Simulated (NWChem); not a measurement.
FNa in NWChem

SMILES: [Na][F]
```xyz
2

Na     0.0000     0.0000    -0.8497
F      0.0000     0.0000     1.0385
```
Charge 0, spin multiplicity 1.

Everything below was run with NWChem. The geometry was optimised at PBE0/def2-SVP, a minimum by its harmonic frequencies.

Symmetry labels belong to the abelian group C2v used in the runs, with the axes of the coordinates shown; states degenerate in a higher group split over its labels.

The correlated methods keep 2 core orbitals frozen. The structure started from a generated list of species.

Problem. List the 4 singlet excitations that EOM-CCSD/def2-SVPD, 2 core orbitals frozen gives, with oscillator strengths.

Solution. 
```tsv
state	symmetry	energy (eV)	wavelength (nm)	f
1	b2	5.56	223	0.022
2	b1	5.56	223	0.022
3	a1	5.81	213	0.041
4	a2	7.18	173	0.000
```
These are the lowest roots of each symmetry, so higher states are missing between them.
